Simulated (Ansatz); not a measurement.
Calculated with Ansatz (gas phase, PBE0-D4/def2-TZVP geometries, no zero-point term in ΔE). CCSD(T)/CBS is the MP2 limit (def2-TZVPP, def2-QZVPP) plus CCSD(T) − MP2 in def2-TZVPP, frozen cores. Functionals use def2-TZVPP. B3LYP here is the variant with VWN-RPA as its local correlation; programs differ in this. One conformer a species, not always the lowest.

Reaction (substitution at a C–C bond): `C=C([SiH3])CF` + `CBN` → `CBNCF` + `C=C[SiH3]`

`C=C([SiH3])CF`:

Z-matrix (Å, degrees):
```
Si
C 1 1.870
H 1 1.489 2 110.6
H 1 1.489 2 110.6 3 -118.9
H 1 1.484 2 108.6 3 120.6
C 2 1.493 1 118.1 3 59.5
C 2 1.331 1 120.2 3 -120.4
F 6 1.379 2 112.6 1 -180.0
H 6 1.097 2 110.5 1 -59.6
H 6 1.097 2 110.5 1 59.7
H 7 1.085 2 121.5 1 180.0
H 7 1.084 2 121.4 1 -0.0
```

`CBN`:

Z-matrix (Å, degrees):
```
C
B 1 1.568
H 1 1.095 2 110.4
H 1 1.096 2 110.3 3 116.2
H 1 1.094 2 114.3 3 -121.9
N 2 1.392 1 122.0 3 122.1
H 2 1.202 1 121.0 3 -57.9
H 6 1.005 2 123.2 1 180.0
H 6 1.007 2 123.1 1 -0.0
```

`CBNCF`:

```xyz
12

C     0.650    0.263   -1.871
B    -0.199   -0.205   -0.644
N     0.076    0.230    0.658
C    -0.608   -0.178    1.826
F     0.133   -1.111    2.540
H     1.079   -0.605   -2.382
H     1.466    0.947   -1.623
H     0.010    0.752   -2.613
H    -1.133   -0.950   -0.771
H     0.858    0.846    0.828
H    -0.781    0.659    2.507
H    -1.551   -0.648    1.545
```

`C=C[SiH3]`:

Z-matrix (Å, degrees):
```
Si
C 1 1.859
H 1 1.488 2 110.8
H 1 1.487 2 109.0 3 -120.3
H 1 1.488 2 110.8 3 119.3
C 2 1.330 1 123.1 3 120.2
H 2 1.089 1 118.8 3 -59.8
H 6 1.087 2 122.2 1 -180.0
H 6 1.087 2 121.7 1 0.0
```

```json
{"level": "PBE-D4", "ΔE (kJ/mol)": "14.0", "difference from CCSD(T)/CBS": "0.8"}
{"level": "r2SCAN-D4", "ΔE (kJ/mol)": "14.5", "difference from CCSD(T)/CBS": "1.3"}
{"level": "PBE0-D4", "ΔE (kJ/mol)": "13.7", "difference from CCSD(T)/CBS": "0.5"}
{"level": "B3LYP-D4", "ΔE (kJ/mol)": "11.8", "difference from CCSD(T)/CBS": "-1.4"}
{"level": "ωB97X-V", "ΔE (kJ/mol)": "11.4", "difference from CCSD(T)/CBS": "-1.8"}
{"level": "ωB97M-V", "ΔE (kJ/mol)": "13.1", "difference from CCSD(T)/CBS": "-0.1"}
{"level": "B2PLYP", "ΔE (kJ/mol)": "10.2", "difference from CCSD(T)/CBS": "-3.0"}
{"level": "PBE", "ΔE (kJ/mol)": "11.9", "difference from CCSD(T)/CBS": "-1.3"}
{"level": "PBE0", "ΔE (kJ/mol)": "11.9", "difference from CCSD(T)/CBS": "-1.3"}
{"level": "HF/def2-TZVPP", "ΔE (kJ/mol)": "3.6", "difference from CCSD(T)/CBS": "-9.6"}
{"level": "MP2/def2-TZVPP", "ΔE (kJ/mol)": "14.1", "difference from CCSD(T)/CBS": "0.9"}
{"level": "SCS-MP2/def2-TZVPP", "ΔE (kJ/mol)": "11.2", "difference from CCSD(T)/CBS": "-2.0"}
{"level": "CCSD/def2-TZVPP", "ΔE (kJ/mol)": "10.5", "difference from CCSD(T)/CBS": "-2.7"}
{"level": "CCSD(T)/def2-TZVPP", "ΔE (kJ/mol)": "11.4", "difference from CCSD(T)/CBS": "-1.8"}
{"level": "HF/def2-QZVPP", "ΔE (kJ/mol)": "3.6", "difference from CCSD(T)/CBS": "-9.6"}
{"level": "MP2/def2-QZVPP", "ΔE (kJ/mol)": "15.1", "difference from CCSD(T)/CBS": "1.9"}
{"level": "CCSD(T)/CBS", "ΔE (kJ/mol)": "13.2", "difference from CCSD(T)/CBS": "0"}
```

Largest T1 diagnostic among the species: 0.012.

The D4 term adds +3.4 kJ/mol with B3LYP and +1.8 kJ/mol with PBE0; it sums over pairs of atoms, weighted by their polarisabilities, and B3LYP, whose exchange is more repulsive, gets the larger term. In def2-TZVPP, CCSD(T) changes the Hartree–Fock value by +7.8 kJ/mol (the triples alone add +0.9 kJ/mol) and MP2 by +10.5 kJ/mol.
